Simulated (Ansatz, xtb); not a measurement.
Pulling on the Sb1–H2 bond in stibine (SMILES [SbH3]) (multiplicity 1 held, fragments rigid). Energies count from the point at 1.714 Å.
Geometry at that point (charge 0, multiplicity 1):
```xyz
4

Sb     0.00013    -0.00053     0.05361
H     -0.90373    -1.08342    -0.91985
H     -0.49765     1.33580    -0.89701
H      1.39450    -0.22542    -0.91717
```

R- and RO- levels are restricted; in cc, def2 and unpolarised 6-31G sets they are followed outwards from rest. Unrestricted levels (U-) break spin symmetry where that is lower. Active spaces are followed from a long bond inwards. Left out are points that failed, MP2 points that dive below the minimum, coupled-cluster points behind a jump of the amplitudes or a sharp parting from full CI or MRCI, small-basis points behind a change of solution, and semi-empirical points at long bonds. Curves can end on different states.

Frozen-core correlation. Filled d and f shells under p-block atoms count as core.

Programs: Ansatz (a quantum-chemistry and plane-wave program) with Gaussian orbitals; xtb for the GFN methods. Each number belongs to the level named beside it. In def2 rows elements past Kr take small-core potentials, without spin–orbit coupling. The GFN methods have no spin term and hold the electronic entropy of 300 K.

Energies in eV.

| R (Å) | GFN2-xTB | U-r2SCAN/def2-TZVPP | U-wB97X-V/def2-TZVPP | R-MP2/def2-TZVPP | FIC-MRCISD+Q on CASSCF(2,2)/def2-TZVPP |
|---|---|---|---|---|---|
| 1.371 | 1.05 | 1.34 | 1.32 | 1.38 | 1.41 |
| 1.542 | 0.13 | 0.25 | 0.23 | 0.25 | 0.27 |
| 1.714 | 0.00 | 0.00 | 0.00 | 0.00 | 0.00 |
| 1.885 | 0.14 | 0.17 | 0.20 | 0.20 | 0.16 |
| 2.057 | 0.38 | 0.54 | 0.61 | 0.60 | 0.52 |
| 2.314 | 0.84 | 1.22 | 1.35 | 1.34 | 1.16 |
| 2.571 | 1.34 | 1.88 | 2.11 | 2.08 | 1.75 |
| 2.999 | 2.05 | 2.49 | 2.76 | 3.10 | 2.44 |
| 3.428 | 2.56 | 2.77 | 2.97 | 3.81 | 2.79 |
| 3.942 | 2.91 | 2.90 | 3.05 | 4.28 | 2.94 |
| 4.627 | left out | 2.95 | 3.07 | 4.39 | 2.98 |
| 5.484 | 3.10 | 2.97 | 3.07 | 3.98 | 2.99 |

Doubts at one or more of the structures used: a spin-contaminated determinant (U-r2SCAN/def2-TZVPP, U-wB97X-V/def2-TZVPP); a restricted determinant that unrestricted orbitals would lower (R-MP2/def2-TZVPP).
